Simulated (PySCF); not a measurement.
These are PBE-D3(BJ)/def2-TZVP // BP86-D3(BJ)/def2-SVP (PySCF) values and carry that method's errors. Isolated molecules, 0 K electronic values unless said otherwise. One relaxed conformer stands for a flexible species; it need not be the lowest. 

Reference species: [Ti(NH2)4] (neutral, multiplicity 1).

```
Quantity                                                        Result
------------------------------------------------------------  --------
mean distance from the central atom to its bonded neighbours   1.899 Å
LUMO                                                          -1.71 eV
HOMO–LUMO gap                                                  3.71 eV
coordination number                                                  4
```

After one change: the mean distance from the central atom to its bonded neighbours rises by 0.032 Å; the LUMO goes up by 0.36 eV; the HOMO–LUMO gap rises by 0.37 eV; the coordination number is nearly the same.

Which change was made? The new species is one of these.
A) [Zr(NH2)4]
B) [Nb(=O)(NH2)3]
C) [V(=O)(NH2)3]
D) [W(=O)(NH2)4]

B, [Nb(=O)(NH2)3]
